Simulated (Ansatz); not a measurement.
Hf2O4 (the lowest singlet isomer of a short search) was relaxed with r2SCAN-D4 (def2-SVP) in Ansatz in these states: charge +1 doublet, neutral quintet, neutral singlet, neutral triplet. The geometries follow in no particular order.

In the def2 sets Hf takes a core potential; there is no spin–orbit coupling.

A:

```xyz
6

Hf   -0.5989    1.4183   -0.1814
Hf    0.5458   -1.3162    0.0948
O    -1.1642   -0.5014    0.1691
O     1.1873    0.4507   -0.1502
O    -0.8834    1.5424   -1.9066
O     0.9135   -1.5939    1.9744
```

B:

| atom | x (Å) | y (Å) | z (Å) |
| --- | --- | --- | --- |
| Hf1 | -0.133 | -1.549 | 0.658 |
| Hf2 | 0.304 | 1.193 | -0.403 |
| O3 | 0.635 | -0.652 | -0.958 |
| O4 | -0.461 | 0.354 | 1.189 |
| O5 | -1.688 | -2.273 | 0.201 |
| O6 | 1.344 | 2.927 | -0.687 |

C:

```xyz
6

Hf   -1.276   -0.718   -0.237
Hf    1.276    0.718    0.237
O     0.475   -1.049    0.618
O    -0.475    1.048   -0.619
O    -2.542   -1.913   -1.290
O     2.542    1.913    1.291
```

D:

```xyz
6

Hf    0.121    0.856    1.213
Hf   -0.121   -0.856   -1.213
O     1.291   -0.167   -0.010
O    -1.291    0.168    0.010
O     0.012   -0.071    2.734
O    -0.012    0.070   -2.734
```

Judge from the bond lengths which geometry belongs to which state (an estimate).

A is the charge +1 doublet (Hf1–O5 1.753 Å, Hf2–O6 1.935 Å, Hf2–O4 1.896 Å); B is the neutral triplet (Hf1–O5 1.775 Å, Hf2–O6 2.042 Å, Hf2–O4 1.956 Å); C is the neutral quintet (Hf1–O5 2.034 Å, Hf2–O6 2.034 Å, Hf2–O4 1.977 Å); D is the neutral singlet (Hf1–O5 1.784 Å, Hf2–O6 1.784 Å, Hf2–O4 1.979 Å).

At PBE0-D4/def2-TZVP a singlet lies 2.42 eV below the neutral triplet. At PBE0-D4/def2-TZVP a singlet lies 4.88 eV below the neutral quintet. These are the stationary points nearest to one start from a short search; other shapes may lie lower in each state.
